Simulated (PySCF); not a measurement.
## Fractional electron number in Br⁺ (bromine, charge +1)

The 4p beta orbital of [Ar] 3d10 4s2 4p4 is emptied in steps (occupation f), with all orbitals relaxed, ending at [Ar] 3d10 4s2 4p3. Calculation: PySCF 2.14, in x2c-TZVPall (6s5p4d1f, 48 functions); the spin-free X2C one-electron Hamiltonian (Gaussian nucleus). The exact energy is a straight line in f; departures are measured from the line between the end points of the same method.

Task: Among UHF, LDA, PBE, PBE0, r2SCAN, LC-wPBE, BHandHLYP, wB97X, B3LYP, TPSS, which shows the largest delocalisation error (convex curve), and which is closest to linear?

Result: Most convex: LDA (-1.266 eV at f = 0.5); closest to linear: LC-wPBE (-0.152 eV).

| f | UHF (eV) | LDA (eV) | PBE (eV) | PBE0 (eV) | r2SCAN (eV) | LC-wPBE (eV) | BHandHLYP (eV) | wB97X (eV) | B3LYP (eV) | TPSS (eV) |
| --- | --- | --- | --- | --- | --- | --- | --- | --- | --- | --- |
| 1 | 0.000 | 0.000 | 0.000 | 0.000 | 0.000 | 0.000 | 0.000 | 0.000 | 0.000 | 0.000 |
| 0.75 | 0.154 | -0.947 | -0.913 | -0.650 | -0.850 | -0.117 | -0.418 | -0.228 | -0.731 | -0.886 |
| 0.5 | 0.200 | -1.266 | -1.215 | -0.863 | -1.113 | -0.152 | -0.562 | -0.320 | -0.978 | -1.176 |
| 0.25 | 0.146 | -0.950 | -0.908 | -0.643 | -0.810 | -0.109 | -0.427 | -0.258 | -0.736 | -0.875 |
| 0 | 0.000 | 0.000 | 0.000 | 0.000 | 0.000 | 0.000 | 0.000 | 0.000 | 0.000 | 0.000 |

| method | E(f=0) − E(f=1) (eV) | −ε at f=1 (eV) | −ε at f=0.5 (eV) |
| --- | --- | --- | --- |
| UHF | 20.252 | 21.099 | 20.229 |
| LDA | 21.660 | 16.624 | 21.653 |
| PBE | 21.385 | 16.514 | 21.400 |
| PBE0 | 21.396 | 17.921 | 21.415 |
| r2SCAN | 21.467 | 16.889 | 21.568 |
| LC-wPBE | 21.542 | 20.904 | 21.560 |
| BHandHLYP | 21.411 | 19.201 | 21.387 |
| wB97X | 21.556 | 20.385 | 21.478 |
| B3LYP | 21.579 | 17.691 | 21.567 |
| TPSS | 21.415 | 16.678 | 21.446 |

Reference removal energy between the ground levels: 21.591 eV (measured; NIST Atomic Spectra Database, ionization energies). The calculation has no spin-orbit coupling. UHF lacks correlation.
